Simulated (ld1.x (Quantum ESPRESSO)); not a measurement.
# Reading a pseudo-wave (Ga (Z = 31))

Columns: radius, all-electron u(r) and pseudo u(r) of the 4s shell (level -10.06 eV) of gallium in the configuration [Ar] 3d10 4s1 4p2; PBEsol, scalar-relativistic, TM scheme, ld1.x (Quantum ESPRESSO) 7.5.

```
r (bohr)  all-electron   pseudo
   0.108       -0.1553  -0.0228
   0.215       -0.1084  -0.0466
   0.322        0.1508  -0.0726
   0.430        0.3054  -0.1024
   0.538        0.3106  -0.1370
   0.645        0.2169  -0.1774
   0.752        0.0763  -0.2248
   0.860       -0.0782  -0.2804
   0.968       -0.2251  -0.3432
   1.075       -0.3535  -0.4109
   1.182       -0.4610  -0.4806
   1.290       -0.5478  -0.5486
   1.398       -0.6143  -0.6091
   1.505       -0.6622  -0.6575
   1.612       -0.6947  -0.6923
   1.720       -0.7141  -0.7134
   1.828       -0.7224  -0.7223
   1.935       -0.7214  -0.7214
   2.042       -0.7132  -0.7132
   2.150       -0.6990  -0.6990
   2.258       -0.6800  -0.6800
   2.365       -0.6577  -0.6577
   2.472       -0.6329  -0.6329
   2.580       -0.6059  -0.6059
   2.688       -0.5778  -0.5778
   2.795       -0.5493  -0.5493
```

Q: How many radial nodes do the two functions have?

A: The all-electron 4s function has n − l − 1 = 3 (the table is too coarse to show those close to the nucleus); the pseudo-wave has 0, since the states of the same l below it are removed with the core.

Q: At about which radius was the pseudo-wave matched?

A: 2.00 bohr. The columns agree to 0.0005 from 1.83 bohr on; several derivatives are matched, so the curves merge somewhat inside the radius.

Q: Is the pseudo-wave norm-conserving?

A: Yes: the TM scheme keeps the norm inside the radius equal to the all-electron one, which fixes the energy derivative of the logarithmic derivative at the level.
